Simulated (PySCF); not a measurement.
Ti(OH)2(NH2)2 (H₆N₂O₂Ti), SMILES [NH2][Ti]([OH])([NH2])[OH], multiplicity 1.

Coordinates come from a B3LYP-D3(BJ)/def2-SVP optimisation. The spin state was assumed, not searched. The structure was generated by enumeration; whether it is a known compound was not checked. The values are those of a single conformer.

These are PBE/def2-TZVP (PySCF) values and carry that method's errors.

Gas-phase values at a fixed geometry.

Computed frontier levels, gap, dipole moment and polarisability:
| Quantity | Value |
|---|---|
| highest occupied level | -5.59 eV |
| lowest empty level | -1.89 eV |
| orbital gap | 3.70 eV |
| dipole moment | 0.81 D |
| quadrupole, principal values (traceless, Buckingham form, about the centre of nuclear charge) | -5.95, 1.59, 4.36 D·Å |
| mean static polarisability | 63.0 bohr³ (9.34 Å³) |
| polarisability, principal values | 58.2, 63.3, 67.6 bohr³ |
